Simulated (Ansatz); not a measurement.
Ansatz (a quantum-chemistry and plane-wave program) job for B(Cl)(H)(OSiH3) (BClH4OSi), SMILES [SiH3]OBCl, r2SCAN-D4/def2-SVP. 

Ansatz 0.2 input:
```yaml
crystal:
  periodic: [false, false, false]
  atoms:
    - {symbol: B, position_ang: [-0.59672363, 0.89677230, 0.49095287]}
    - {symbol: Cl, position_ang: [1.02215059, 1.36871094, 0.85868918]}
    - {symbol: H, position_ang: [-1.47456062, 1.59288043, 0.84728151]}
    - {symbol: O, position_ang: [-0.83921369, -0.20648116, -0.16726209]}
    - {symbol: Si, position_ang: [-0.38115380, -1.56998635, -0.94056608]}
    - {symbol: H, position_ang: [-1.66400347, -2.11520993, -1.37465878]}
    - {symbol: H, position_ang: [0.30871189, -2.41484145, 0.03140287]}
    - {symbol: H, position_ang: [0.48677325, -1.18311846, -2.05048418]}
basis:
  gaussian:
    orbitals: def2-SVP
hamiltonian:
  xc: r2scan
  dispersion: d4
relax: {f_tol: 0.002, max_steps: 200}
```

It prints:

```
WARN ansatz: RAYON_NUM_THREADS=1 ignored (pool sized by the plan → 1); use --threads N
Functional definition: r2SCAN
integrals: 0.03 GiB planned
920 factors; their error is unknown
mean field: 0.21 GiB planned
mean field evaluation 1: about -23175.8367 eV, gradient 4.8e1 eV
mean field evaluation 2: about -23161.3172 eV, gradient 9.8e1 eV
mean field evaluation 4: about -23180.1725 eV, gradient 4.0e0 eV
mean field evaluation 8: about -23180.2145 eV, gradient 2.4e-2 eV
mean field evaluation 16: about -23180.1605 eV, gradient 2.0e-5 eV
mean field -23180.16045355 eV, -851.8551845908 hartree, gradient 2.0e-5 eV, S^2 0.000000; 0 other end points of the search recorded, 0 dependent functions left out
the calculation of the forces begins
reference -23180.16046297 eV, -851.8551849369 hartree; 24, 24 occupied and 60, 60 virtual orbitals, 920 factors
relax step   1: F+E_penalty+E_count = -23180.19933897 eV  Δ(F+E_penalty+E_count) = +0.000e0 eV  max|allowed force component| = 1.301e0 eV/Å  Δτ_max = 0.0000 Å  (25 SCF iters, accepted)
these checks for a lower state are left out or cut short: starts, cluster_reference, orbital_swaps, neighbouring_geometries, increment
integrals: 0.03 GiB planned
920 factors; their error is unknown
mean field: 0.21 GiB planned
mean field -23180.30161669 eV, -851.8603722404 hartree, gradient 6.7e-6 eV, S^2 0.000000; 0 other end points of the search recorded, 0 dependent functions left out
the calculation of the forces begins
reference -23180.30162624 eV, -851.8603725917 hartree; 24, 24 occupied and 60, 60 virtual orbitals, 920 factors
relax step   2: F+E_penalty+E_count = -23180.34024580 eV  Δ(F+E_penalty+E_count) = -1.409e-1 eV  max|allowed force component| = 6.147e-1 eV/Å  Δτ_max = 0.1062 Å  (29 SCF iters, accepted)
these checks for a lower state are left out or cut short: starts, cluster_reference, orbital_swaps, neighbouring_geometries, increment
integrals: 0.03 GiB planned
920 factors; their error is unknown
mean field: 0.20 GiB planned
mean field -23180.32253403 eV, -851.8611409386 hartree, gradient 8.0e-6 eV, S^2 0.000000; 0 other end points of the search recorded, 0 dependent functions left out
the calculation of the forces begins
reference -23180.32254362 eV, -851.8611412912 hartree; 24, 24 occupied and 60, 60 virtual orbitals, 920 factors
relax step   3: F+E_penalty+E_count = -23180.36111649 eV  Δ(F+E_penalty+E_count) = -2.087e-2 eV  max|allowed force component| = 2.669e-1 eV/Å  Δτ_max = 0.0317 Å  (28 SCF iters, accepted)
these checks for a lower state are left out or cut short: starts, cluster_reference, orbital_swaps, neighbouring_geometries, increment
integrals: 0.03 GiB planned
920 factors; their error is unknown
mean field: 0.20 GiB planned
mean field evaluation 32: about -23180.3831 eV, gradient 9.6e-2 eV
mean field -23180.33000742 eV, -851.8614155808 hartree, gradient 2.1e-5 eV, S^2 0.000000; 0 other end points of the search recorded, 0 dependent functions left out
the calculation of the forces begins
reference -23180.33001703 eV, -851.8614159338 hartree; 24, 24 occupied and 60, 60 virtual orbitals, 920 factors
relax step   4: F+E_penalty+E_count = -23180.36874288 eV  Δ(F+E_penalty+E_count) = -7.626e-3 eV  max|allowed force component| = 3.402e-1 eV/Å  Δτ_max = 0.0985 Å  (28 SCF iters, accepted)
these checks for a lower state are left out or cut short: starts, cluster_reference, orbital_swaps, neighbouring_geometries, increment
integrals: 0.03 GiB planned
920 factors; their error is unknown
mean field: 0.20 GiB planned
mean field -23180.34285487 eV, -851.8618877159 hartree, gradient 1.8e-5 eV, S^2 0.000000; 0 other end points of the search recorded, 0 dependent functions left out
the calculation of the forces begins
reference -23180.34286447 eV, -851.8618880685 hartree; 24, 24 occupied and 60, 60 virtual orbitals, 920 factors
relax step   5: F+E_penalty+E_count = -23180.38181132 eV  Δ(F+E_penalty+E_count) = -1.307e-2 eV  max|allowed force component| = 3.246e-1 eV/Å  Δτ_max = 0.0921 Å  (28 SCF iters, accepted)
these checks for a lower state are left out or cut short: starts, cluster_reference, orbital_swaps, neighbouring_geometries, increment
integrals: 0.03 GiB planned
920 factors; their error is unknown
mean field: 0.21 GiB planned
mean field -23180.33303041 eV, -851.8615266737 hartree, gradient 1.3e-5 eV, S^2 0.000000; 0 other end points of the search recorded, 0 dependent functions left out
the calculation of the forces begins
reference -23180.33303998 eV, -851.8615270250 hartree; 24, 24 occupied and 60, 60 virtual orbitals, 920 factors
relax step   6: F+E_penalty+E_count = -23180.37216015 eV  Δ(F+E_penalty+E_count) = +9.651e-3 eV  max|allowed force component| = 4.656e-1 eV/Å  Δτ_max = 0.1436 Å  (27 SCF iters, rejected (line search))
these checks for a lower state are left out or cut short: starts, cluster_reference, orbital_swaps, neighbouring_geometries, increment
integrals: 0.03 GiB planned
920 factors; their error is unknown
mean field: 0.21 GiB planned
mean field -23180.35829483 eV, -851.8624551238 hartree, gradient 9.8e-6 eV, S^2 0.000000; 0 other end points of the search recorded, 0 dependent functions left out
the calculation of the forces begins
reference -23180.35830437 eV, -851.8624554746 hartree; 24, 24 occupied and 60, 60 virtual orbitals, 920 factors
relax step   7: F+E_penalty+E_count = -23180.39742504 eV  Δ(F+E_penalty+E_count) = -1.561e-2 eV  max|allowed force component| = 1.308e-1 eV/Å  Δτ_max = 0.0689 Å  (29 SCF iters, accepted)
these checks for a lower state are left out or cut short: starts, cluster_reference, orbital_swaps, neighbouring_geometries, increment
integrals: 0.03 GiB planned
920 factors; their error is unknown
mean field: 0.21 GiB planned
mean field evaluation 64: about -23180.3742 eV, gradient 2.0e-5 eV
mean field -23180.37420536 eV, -851.8630398249 hartree, gradient 1.9e-5 eV, S^2 0.000000; 0 other end points of the search recorded, 0 dependent functions left out
the calculation of the forces begins
reference -23180.37421486 eV, -851.8630401740 hartree; 24, 24 occupied and 60, 60 virtual orbitals, 920 factors
relax step   8: F+E_penalty+E_count = -23180.41352744 eV  Δ(F+E_penalty+E_count) = -1.610e-2 eV  max|allowed force component| = 6.199e-2 eV/Å  Δτ_max = 0.0938 Å  (28 SCF iters, accepted)
these checks for a lower state are left out or cut short: starts, cluster_reference, orbital_swaps, neighbouring_geometries, increment
integrals: 0.03 GiB planned
920 factors; their error is unknown
mean field: 0.21 GiB planned
mean field -23180.37754115 eV, -851.8631624131 hartree, gradient 9.0e-6 eV, S^2 0.000000; 0 other end points of the search recorded, 0 dependent functions left out
the calculation of the forces begins
reference -23180.37755063 eV, -851.8631627613 hartree; 24, 24 occupied and 60, 60 virtual orbitals, 920 factors
relax step   9: F+E_penalty+E_count = -23180.41699304 eV  Δ(F+E_penalty+E_count) = -3.466e-3 eV  max|allowed force component| = 1.234e-1 eV/Å  Δτ_max = 0.0561 Å  (27 SCF iters, accepted)
these checks for a lower state are left out or cut short: starts, cluster_reference, orbital_swaps, neighbouring_geometries, increment
integrals: 0.03 GiB planned
920 factors; their error is unknown
mean field: 0.21 GiB planned
mean field -23180.37991507 eV, -851.8632496529 hartree, gradient 1.0e-5 eV, S^2 0.000000; 0 other end points of the search recorded, 0 dependent functions left out
the calculation of the forces begins
reference -23180.37992453 eV, -851.8632500007 hartree; 24, 24 occupied and 60, 60 virtual orbitals, 920 factors
relax step  10: F+E_penalty+E_count = -23180.41947342 eV  Δ(F+E_penalty+E_count) = -2.480e-3 eV  max|allowed force component| = 1.597e-2 eV/Å  Δτ_max = 0.0531 Å  (28 SCF iters, accepted)
these checks for a lower state are left out or cut short: starts, cluster_reference, orbital_swaps, neighbouring_geometries, increment
integrals: 0.03 GiB planned
920 factors; their error is unknown
mean field: 0.21 GiB planned
mean field -23180.38004679 eV, -851.8632544936 hartree, gradient 7.8e-6 eV, S^2 0.000000; 0 other end points of the search recorded, 0 dependent functions left out
the calculation of the forces begins
reference -23180.38005625 eV, -851.8632548413 hartree; 24, 24 occupied and 60, 60 virtual orbitals, 920 factors
relax step  11: F+E_penalty+E_count = -23180.41961580 eV  Δ(F+E_penalty+E_count) = -1.424e-4 eV  max|allowed force component| = 1.289e-2 eV/Å  Δτ_max = 0.0168 Å  (29 SCF iters, accepted)
these checks for a lower state are left out or cut short: starts, cluster_reference, orbital_swaps, neighbouring_geometries, increment
integrals: 0.03 GiB planned
920 factors; their error is unknown
mean field: 0.21 GiB planned
mean field -23180.38007494 eV, -851.8632555280 hartree, gradient 7.8e-6 eV, S^2 0.000000; 0 other end points of the search recorded, 0 dependent functions left out
the calculation of the forces begins
reference -23180.38008440 eV, -851.8632558757 hartree; 24, 24 occupied and 60, 60 virtual orbitals, 920 factors
relax step  12: F+E_penalty+E_count = -23180.41964687 eV  Δ(F+E_penalty+E_count) = -3.107e-5 eV  max|allowed force component| = 1.054e-3 eV/Å  Δτ_max = 0.0078 Å  (30 SCF iters, accepted)
these checks for a lower state are left out or cut short: starts, cluster_reference, orbital_swaps, neighbouring_geometries, increment
integrals: 0.03 GiB planned
920 factors; their error is unknown
mean field: 0.21 GiB planned
mean field evaluation 96: about -23180.3801 eV, gradient 9.9e-2 eV
mean field -23180.38007866 eV, -851.8632556647 hartree, gradient 7.8e-6 eV, S^2 0.000000; 0 other end points of the search recorded, 0 dependent functions left out
the calculation of the forces begins
reference -23180.38008812 eV, -851.8632560124 hartree; 24, 24 occupied and 60, 60 virtual orbitals, 920 factors
relax step  13: F+E_penalty+E_count = -23180.41965154 eV  Δ(F+E_penalty+E_count) = -4.676e-6 eV  max|allowed force component| = 5.530e-3 eV/Å  Δτ_max = 0.0080 Å  (30 SCF iters, accepted)
these checks for a lower state are left out or cut short: starts, cluster_reference, orbital_swaps, neighbouring_geometries, increment
integrals: 0.03 GiB planned
920 factors; their error is unknown
mean field: 0.21 GiB planned
mean field -23180.38005614 eV, -851.8632548373 hartree, gradient 1.3e-5 eV, S^2 0.000000; 0 other end points of the search recorded, 0 dependent functions left out
the calculation of the forces begins
reference -23180.38006560 eV, -851.8632551850 hartree; 24, 24 occupied and 60, 60 virtual orbitals, 920 factors
relax step  14: F+E_penalty+E_count = -23180.41962885 eV  Δ(F+E_penalty+E_count) = +2.269e-5 eV  max|allowed force component| = 1.620e-2 eV/Å  Δτ_max = 0.0067 Å  (22 SCF iters, rejected (line search))
these checks for a lower state are left out or cut short: starts, cluster_reference, orbital_swaps, neighbouring_geometries, increment
integrals: 0.03 GiB planned
920 factors; their error is unknown
mean field: 0.21 GiB planned
mean field -23180.38008131 eV, -851.8632557621 hartree, gradient 2.8e-5 eV, S^2 0.000000; 0 other end points of the search recorded, 0 dependent functions left out
the calculation of the forces begins
reference -23180.38009077 eV, -851.8632561098 hartree; 24, 24 occupied and 60, 60 virtual orbitals, 920 factors
relax step  15: F+E_penalty+E_count = -23180.41965390 eV  Δ(F+E_penalty+E_count) = -2.359e-6 eV  max|allowed force component| = 4.971e-4 eV/Å  Δτ_max = 0.0005 Å  (19 SCF iters, accepted)
integrals: 0.03 GiB planned
920 factors; their error is unknown
mean field: 0.21 GiB planned
mean field evaluation 128: about -23180.3801 eV, gradient 3.6e-5 eV
mean field -23180.38008131 eV, -851.8632557621 hartree, gradient 2.8e-5 eV, S^2 0.000000; 1 other end points of the search recorded, 0 dependent functions left out
the calculation of the forces begins
reference -23180.38009077 eV, -851.8632561098 hartree; 24, 24 occupied and 60, 60 virtual orbitals, 920 factors
Total energy: -23180.41966336 eV, -851.8647103758 hartree
Atom 0 at    -0.658189     0.881822     0.485397 Å, force     0.000209     0.000336     0.000259 eV/Å
Atom 1 at     1.102118     1.035602     0.719535 Å, force     0.000091     0.000002    -0.000032 eV/Å
Atom 2 at    -1.372413     1.737396     0.936745 Å, force    -0.000107     0.000059     0.000032 eV/Å
Atom 3 at    -1.157659    -0.167793    -0.179761 Å, force    -0.000161    -0.000497    -0.000441 eV/Å
Atom 4 at    -0.403160    -1.499088    -0.911047 Å, force    -0.000132     0.000107     0.000143 eV/Å
Atom 5 at    -1.502107    -2.315606    -1.485743 Å, force     0.000031     0.000045     0.000082 eV/Å
Atom 6 at     0.341849    -2.276818     0.115451 Å, force     0.000018    -0.000080    -0.000089 eV/Å
Atom 7 at     0.511542    -1.026788    -1.985223 Å, force     0.000050     0.000029     0.000045 eV/Å
Dipole moment:    -0.039993    -0.230698    -0.140556 e Å
```

Self-consistency was reached.

Cost: around 50 core-seconds (rough).
